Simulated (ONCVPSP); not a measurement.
# An all-electron radial function and its pseudo partner (terbium)

Columns: radius, all-electron u(r) and pseudo u(r) of the 5d shell (level -2.74 eV) of terbium in the configuration [Kr] 4d10 4f8 5s2 5p6 5d1 6s1.75 6p0.25; PW91, scalar-relativistic, ONCV scheme, ONCVPSP 4.0.1.

```
r (bohr)  all-electron  pseudo
   0.128        0.1681  0.0009
   0.255       -0.0050  0.0070
   0.382       -0.2186  0.0234
   0.510       -0.2535  0.0541
   0.638       -0.1569  0.1008
   0.765       -0.0095  0.1615
   0.893        0.1430  0.2332
   1.020        0.2769  0.3096
   1.148        0.3872  0.3872
   1.275        0.4716  0.4607
   1.402        0.5335  0.5266
   1.530        0.5766  0.5807
   1.658        0.6039  0.6182
   1.785        0.6187  0.6374
   1.912        0.6238  0.6405
   2.040        0.6216  0.6322
   2.168        0.6139  0.6185
   2.295        0.6022  0.6034
   2.422        0.5878  0.5878
   2.550        0.5713  0.5712
   2.678        0.5535  0.5535
   2.805        0.5351  0.5351
   2.932        0.5164  0.5164
   3.060        0.4974  0.4974
   3.188        0.4784  0.4784
   3.315        0.4598  0.4598
```

(1) How many radial nodes do the two functions have?

(2) At about which radius was the pseudo-wave matched?

(3) Is the pseudo-wave norm-conserving?

Results:

(1) The all-electron 5d function has n − l − 1 = 2; the pseudo-wave has 0, since the states of the same l below it are removed with the core.

(2) 2.55 bohr. The columns agree to 0.0005 from 2.42 bohr on; several derivatives are matched, so the curves merge somewhat inside the radius.

(3) Yes: the ONCV scheme keeps the norm inside the radius equal to the all-electron one, which fixes the energy derivative of the logarithmic derivative at the level.
